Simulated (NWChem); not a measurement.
# CH3BrFGa; SMILES [Br][Ga]([CH3])[F]

```xyz
7

Ga     0.0183     0.7924     0.0019
F      1.6766     1.3598    -0.0051
Br    -0.1296    -1.4832    -0.0008
C     -1.4512     2.0614     0.0039
H     -2.4133     1.5502     0.1382
H     -1.4563     2.6032    -0.9538
H     -1.3005     2.7917     0.8122
```
Atoms are numbered in this order, from 1.

Level: PBE0/def2-SVP (NWChem), optimised geometry, unscaled harmonic frequencies. This build's default masses of Se (78.918 u) and Br (79.917 u) are each other's, which moves their modes by up to 0.6 %.

Question: List the harmonic frequencies with IR intensities, and the thermochemistry.

Answer: 
| frequency (cm⁻¹) | IR intensity (km/mol) |
|---|---|
| 27 | 0.1 |
| 120 | 1.7 |
| 155 | 10.7 |
| 171 | 17.1 |
| 307 | 40.5 |
| 594 | 29.0 |
| 708 | 62.0 |
| 721 | 29.5 |
| 766 | 60.3 |
| 1219 | 4.8 |
| 1421 | 4.1 |
| 1426 | 3.7 |
| 3073 | 0.2 |
| 3182 | 0.0 |
| 3205 | 0.1 |

```json
{
 "zero_point_energy": "24.4 kcal/mol",
 "thermal correction to the enthalpy at 298.15 K (with zero-point energy)": "29.1 kcal/mol",
 "heat capacity Cv": "19.1 cal/(mol K)",
 "entropy at 298.15 K and 1 atm (symmetry number 1)": "86.2 cal/(mol K)",
 "dipole_moment": "2.99 D"
}
```

Rigid rotor and harmonic oscillator; modes under 100 cm⁻¹ make the entropy uncertain.
